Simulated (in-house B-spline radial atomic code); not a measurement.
The rhodium ion Rh⁶⁺: [Ar] 3d10 4s2 (4p1/2)1 (4p3/2)4 (4d5/2)3 (8g9/2)1 (an excited or competing configuration)

Level of theory: Dirac-Hartree-Fock, average of the jj configuration, Fermi nucleus of rms radius 4.4945 fm; calculated with an all-electron radial atomic-structure program (B-spline basis).

Screening seen three ways: the hydrogenic charge with the same mean radius, Z_r = [3n² - l(l+1)]/(2<r>), the one with the same energy, Z_e = n√(-2ε), and Slater's rules. Values are occupation-weighted means over j. An effective charge above Z reflects the relativistic contraction of the inner shells.

| shell | electrons | ε (eV) | <r> (bohr) | Z_r | Z_e | Slater |
| --- | --- | --- | --- | --- | --- | --- |
| 1s | 2 | -23478 | 0.03262 | 45.99 | 41.54 | 44.70 |
| 2s | 2 | -3586.6 | 0.1413 | 42.47 | 32.47 | 40.85 |
| 2p | 6 | -3222 | 0.1236 | 40.46 | 30.78 | 40.85 |
| 3s | 2 | -771.51 | 0.3875 | 34.84 | 22.59 | 33.75 |
| 3p | 6 | -647.97 | 0.3876 | 32.25 | 20.70 | 33.75 |
| 3d | 10 | -450.04 | 0.3683 | 28.51 | 17.25 | 23.85 |
| 4s | 2 | -206.61 | 0.9437 | 25.43 | 15.59 | 17.60 |
| 4p | 5 | -167.71 | 1.013 | 22.70 | 14.04 | 17.60 |
| 4d | 3 | -113.01 | 1.172 | 17.93 | 11.53 | 9.30 |
| 8g | 1 | -10.505 | 12.14 | 7.08 | 7.03 | - |

The least bound orbital is 8g9/2 at -10.51 eV, and it is also the most diffuse (<r> = 12.14 bohr).

For the 1s electron the small component carries 2.71 % of the norm, the zero-frequency Breit interaction raises the level by 48.26 eV, self-energy by 26.75 eV, and vacuum polarisation lowers it by 3.249 eV.
